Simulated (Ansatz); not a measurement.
CH5Si (SMILES [CH2][SiH3]) moved off its minimum; all values from Ansatz (a quantum-chemistry and plane-wave program), cores frozen in correlated methods. Open shells are unrestricted.
(charge 0, multiplicity 2)
```xyz
7

C      1.19520    -0.15581     0.07687
Si    -0.60000    -0.07829    -0.01059
H      1.91369     0.70200    -0.07139
H      1.62925    -1.06658     0.04692
H     -1.15275    -0.48025     1.33995
H     -0.90423     1.45253    -0.17643
H     -1.16202    -0.77623    -1.09541
```

```
level                largest force (eV/Å)  on atom  rms difference from CCSD(T)/cc-pV(T+d)Z (eV/Å)  dipole (D)
-------------------  --------------------  -------  ----------------------------------------------  ----------
HF/def2-TZVPP                        3.72      Si2                                           0.142        1.00
PBE/def2-TZVPP                       3.62       H4                                           0.173        0.85
r2SCAN/def2-TZVPP                    3.43      Si2                                           0.097        0.91
B3LYP/def2-TZVPP                     3.43      Si2                                           0.067        0.89
wB97M-V/def2-TZVPP                   3.45      Si2                                           0.069        0.93
MP2/cc-pV(T+d)Z                      3.57      Si2                                           0.066        0.93
CCSD(T)/cc-pV(T+d)Z                  3.50      Si2                                           0.000        0.91
```

The differences count from one level among others, with limits of its own. Forces at CCSD(T)/cc-pV(T+d)Z (eV/Å):

```json
[
 {"atom": "C1", "Fx": "0.631", "Fy": "3.233", "Fz": "-0.515"},
 {"atom": "Si2", "Fx": "-0.589", "Fy": "2.977", "Fz": "1.743"},
 {"atom": "H3", "Fx": "-1.028", "Fy": "-0.968", "Fz": "0.290"},
 {"atom": "H4", "Fx": "1.723", "Fy": "-2.930", "Fz": "0.072"},
 {"atom": "H5", "Fx": "-0.037", "Fy": "-0.103", "Fz": "-0.585"},
 {"atom": "H6", "Fx": "-0.061", "Fy": "-1.254", "Fz": "0.066"},
 {"atom": "H7", "Fx": "-0.640", "Fy": "-0.956", "Fz": "-1.071"}
]
```
